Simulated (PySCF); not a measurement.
**Basis and Hamiltonian dependence of the excitation energy of Mo**

Mo [Kr] 4d5 5s1 (7S) → Mo [Kr] 4d4 5s1 5p1 (high-spin determinant). All values are computed (PySCF 2.14, energy differences of UHF-based or UKS calculations, no spin-orbit coupling). Values in eV.

| basis | Hamiltonian | functions | UHF | PBE | PBE0 | MP2 (valence) | CCSD(T) (valence) | CCSD(T) (valence and next inner shell) |
| --- | --- | --- | --- | --- | --- | --- | --- | --- |
| aug-cc-pVDZ-PP with ECP28MDF | ECP | 54 | 2.865 | 4.007 | 3.869 | 3.342 | 3.185 | n/a |
| cc-pVTZ-PP with ECP28MDF | ECP | 63 | 2.834 | 3.987 | 3.845 | 3.367 | n/a | n/a |
| ANO-RCC-VTZP | spin-free X2C | 68 | 2.847 | 4.099 | 3.932 | 3.409 | 3.283 | 3.379 |
| aug-cc-pwCVDZ-PP with ECP28MDF | ECP | 70 | 2.834 | 3.985 | 3.844 | 3.376 | 3.221 | 3.289 |
| x2c-TZVPPall | spin-free X2C | 79 | 2.858 | 4.085 | 3.926 | 3.391 | 3.218 | 3.330 |
| def2-QZVPPD with the def2 core potential (28 electrons) | ECP | 81 | 2.851 | n/a | n/a | 3.408 | 3.252 | 3.339 |
| aug-cc-pVTZ-PP with ECP28MDF | ECP | 88 | 2.831 | 3.981 | 3.839 | 3.373 | 3.223 | n/a |
| x2c-TZVPPall with one added diffuse shell each of s, p, d, f type | spin-free X2C | 95 | 2.856 | 4.084 | 3.924 | 3.400 | 3.231 | n/a |
| x2c-QZVPPall | spin-free X2C | 111 | 2.824 | 4.065 | 3.900 | 3.385 | n/a | n/a |
| aug-cc-pVTZ-PP with one added diffuse shell each of s, p, d, f, g type with ECP28MDF | ECP | 113 | 2.830 | 3.980 | 3.838 | 3.372 | n/a | n/a |
| aug-cc-pwCVTZ-PP with ECP28MDF | ECP | 122 | 2.825 | 3.977 | 3.835 | 3.385 | n/a | n/a |

Frozen in the all-electron rows: valence: [Kr]; valence and next inner shell: [Ar] 3d10; with a core potential, the same shells as far as they lie outside it.

One determinant mixes LS terms of the configuration, so the numbers do not refer to single terms.
